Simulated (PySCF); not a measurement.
Here is a computed PBE0-D3(BJ)/def2-SVP geometry (Å):
```
atom  x, y, z in Å
O1    -0.755    2.810    2.258
C2    -0.569    1.989    1.463
C3    -0.404    1.064    0.534
Si4   -1.942    0.154   -0.031
C5     0.953    0.686    0.044
Br6    1.621   -1.000    0.823
H7    -3.136    0.899    0.464
H8    -1.967   -1.244    0.492
H9    -1.938    0.113   -1.525
H10    1.718    1.436    0.276
H11    0.950    0.502   -1.037
```

Neutral, closed shell.

Q: Read off the bonds between heavy atoms and their formal orders.

A: O1–C2 1.16 Å (double); C2–C3 1.32 Å (double); C3–Si4 1.87 Å (single); C3–C5 1.49 Å (single); C5–Br6 1.97 Å (single). Bonds to hydrogen (Å): Si4–H7 1.49; Si4–H8 1.49; Si4–H9 1.49; C5–H10 1.10; C5–H11 1.10.

Q: Which species is it?

A: `O=C=C([SiH3])CBr`, C3H5BrOSi. Among its features: C–Br bond, Si–H bond and C–Si bond.

Q: What is the point group of this geometry?

A: C1 (no symmetry element, even within 0.4 Å).

Q: Classify the heavy atoms.

A: O1: oxygen bonded to C; C2: central carbon of a ketene; C3: outer carbon of cumulated double bonds; Si4: SiH3 silicon; C5: sp3 C–Br carbon; Br6: alkyl bromine.

Q: What is the arrangement about C5?

A: It has 4 neighbours (C3, Br6, H10, H11) and is distorted tetrahedral (angles from 104.2° to 113.3°).

Q: What is the arrangement about Si4?

A: It has 4 neighbours (C3, H7, H8, H9) and is tetrahedral (angles from 108.2° to 111.3°).
